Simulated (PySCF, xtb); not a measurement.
Zr(Cl)3(OH) (Cl₃HOZr), SMILES [Zr]([Cl])([Cl])([Cl])[OH], multiplicity 1. Other conformers were not sampled.

Harmonic wavenumbers (cm⁻¹) from GFN2-xTB (xtb) at its own minimum, in rising order: 65, 66, 99, 99, 105, 281, 281, 354, 390, 391, 646, 3628.

Task: What does B3LYP-D3(BJ)/def2-SVP (PySCF) give at its own minimum? (Estimate from the structure and the level; the computed values follow.)

Result: 97, 97, 111, 146, 146, 321, 322, 376, 417, 417, 766, 3942. Paired by order, the mean absolute difference is 63 cm⁻¹ and the zero-point energies are 9.2 and 10.2 kcal/mol.
